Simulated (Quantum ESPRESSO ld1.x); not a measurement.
Values are calculated unless marked as measured or tabulated.
Problem. The aim is the samarium ion Sm3+ in [Xe] 4f5. What will ld1.x (Quantum ESPRESSO 7.5) do with this input?

```
 &input
    zed=62.0,
    iswitch=1,
    rel=3,
    lsd=1,
    dft='PZ',
    config='[Xe] 4f5',
    prefix='ld1',
    max_out_wfc=37,
    file_charge='ld1.rho',
 /
```

Solution. Refused. The program stops in ld1_readin with "wrong rel": rel takes 0, 1 or 2.

Output (excerpt):

```
     Program LD1 v.7.5 starts

 %%%%%%%%%%%%%%%%%%%%%%%%%%%%%%%%%%%%%%%%%%%%%%%%%%%%%%%%%%%%%%%%%%%%%%%%%%%%%%
     Error in routine ld1_readin (1):
     wrong rel
 %%%%%%%%%%%%%%%%%%%%%%%%%%%%%%%%%%%%%%%%%%%%%%%%%%%%%%%%%%%%%%%%%%%%%%%%%%%%%%

     stopping ...
```

Run on one thread of a shared host, so times are rough (Intel(R) Xeon(R) Processor @ 2.60GHz): 0.23 s of CPU time, 1 s wall, peak memory 26 MiB.
